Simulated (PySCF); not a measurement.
# BeSe⁺ at M06

Computed with M06; basis Be pcseg-2, Se pcseg-2; no relativity; PySCF 2.14.

For BeSe⁺, the state is ²Π (doublet), unpaired electrons π ↑ and the bond length is 0.1963 nm. The harmonic wavenumber is 741 cm⁻¹. The force constant is 2.62 mdyn/Å, the rotational constant Be is 0.5401 cm⁻¹ and the anharmonicity ωexe is 4.42 cm⁻¹. The vibration–rotation constant αe is 0.00447 cm⁻¹ and the well depth De to Be⁺ + Se is 3.27 eV. The dissociation energy D0 is 3.22 eV. The bond order (Mayer) is 1.62 and the dipole moment (positive dipole points towards Se; it is taken about the centre of mass and depends on that origin) is -8.07 D.

Spin–orbit coupling is left out. For an ion De counts to the pair picked by the measured ionisation energies or electron affinities, which need not be the lowest pair at this level. The state is the lowest determinant that a PBE0 search found; another state may lie lower at other levels.
